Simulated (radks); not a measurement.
Numerical settings for the manganese ion Mn+, [Ar] 3d5 4s1. Method: non-relativistic Kohn-Sham, PBEsol, spin-unpolarised, spherical densities, point nucleus; computed with a radial shooting solver on a logarithmic mesh with Libxc functionals. The defaults (mesh step 0.008 in ln r, mesh end at 40 bohr or more with all orbitals vanishing there, Anderson mixing 0.5 over 9 steps, residual threshold near 1e-9 with the energy settled to 1e-9 hartree or 1e-11 of itself, here a cap of 75 iterations) give E = -1149.1334 hartree and 4s at -11.731 eV in 14 iterations. Run on one thread of a shared host, so times are rough (Intel(R) Xeon(R) Platinum 8559C): 0.07 s of CPU time, 0.07 s wall, 14 iterations on 2546 mesh points. Changes against that run (0 stands for a change within the tolerance of the run):

setting	iterations	converged	E (mhartree)	e(4s) (meV)	CPU (s)
mesh step in ln r 0.02	14	yes	0	0	0.03
mesh step in ln r 0.003	14	yes	0	0	0.17
mesh step in ln r 0.2	4	no	diverged	-	0
mesh end (bohr) 8	14	yes	+0.506	+31.9	0.07
mesh end (bohr) 5	14	yes	+39.7	+1.45e+03	0.06
residual threshold 1e-13	75	no	0	0	0.2
residual threshold 0.01	10	yes	0	+0.0093	0.06
mixing 0.2	18	yes	0	0	0.1
linear mixing, mixing 0.2	75	no	0	0	0.27
linear mixing, mixing 0.05	75	no	+0.0262	-108	0.31
mixing history 2	25	yes	0	0	0.1
iteration cap 2	2	no	+185	-7.5e+03	0.02

Settings that end as converged yet miss the energy by more than 1 mhartree: mesh end (bohr) 5 (+0.0397 hartree). A mesh that ends early acts as a hard wall.
